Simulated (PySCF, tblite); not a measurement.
## silicon tetrafluoride and beryllium hydride

A gas-phase complex of silicon tetrafluoride and beryllium hydride; neutral, singlet. The structure comes from a short search (6 tight-binding starts) and was relaxed by PBE0-D3(BJ)/def2-SVPD; another way of binding may lie lower. No frequency run checks that it is a minimum.

```csv
part,name,SMILES,atoms,charge,multiplicity
1,silicon tetrafluoride,F[Si](F)(F)F,1–5,0,1
2,beryllium hydride,[BeH2],6–8,0,1
```

```csv
atom,part,x (Å),y (Å),z (Å)
F1,1,1.009,1.045,-1.014
Si2,1,-0.017,-0.017,-0.383
F3,1,-0.780,0.885,0.716
F4,1,-1.419,-0.379,-1.281
F5,1,0.528,-1.156,0.622
Be6,2,-0.535,-1.271,-2.409
H7,2,-1.096,-1.877,-3.448
H8,2,0.625,-1.024,-1.700
```

Contacts between parts, classed by geometry: F4···Be6 1.688 Å (bond).

The parts are joined by the bond F4–Be6, so these are energies of forming such bonds; deforming the relaxed parts to their shape in the adduct costs 26.0 kcal/mol, which the interaction energies leave out.

Interaction energies are complex less parts, with the parts frozen as they stand in it; counterpoise-corrected, in kcal/mol (PySCF).

(1) Give the interaction energy at each level run.

(2) What holds them together? Decompose the wB97M-D3(BJ)/def2-SVPD energy: frozen parts, their antisymmetrised product, then relaxation.

The parts were also relaxed and run alone, at the levels used for the complex: shieldings by PBE0/pcSseg-2.

(3) How do these values change when the complex forms?

## Answers

(1) 
| level | interaction | superposition error removed |
| --- | --- | --- |
| wB97M-D3(BJ)/def2-SVPD | -32.94 | -2.01 |
| PBE0-D3(BJ)/def2-SVPD | -35.74 | -2.16 |

(2) electrostatic -91.2, Pauli repulsion +126.8, orbital relaxation -68.6, dispersion correction -1.9 kcal/mol, which sum to the value before the counterpoise correction; the Pauli term holds the exchange-correlation of the frozen density too. Of the attraction, 56 % is electrostatic, 42 % is orbital relaxation, 1 % is dispersion correction.

(3) 
```csv
property,alone,in the complex,change
shielding of F4 (ppm),340.9,271.7,-69.1
shielding of Be6 (ppm),77.9,92.8,+14.9
```

The geometry optimisation stopped short of its threshold.
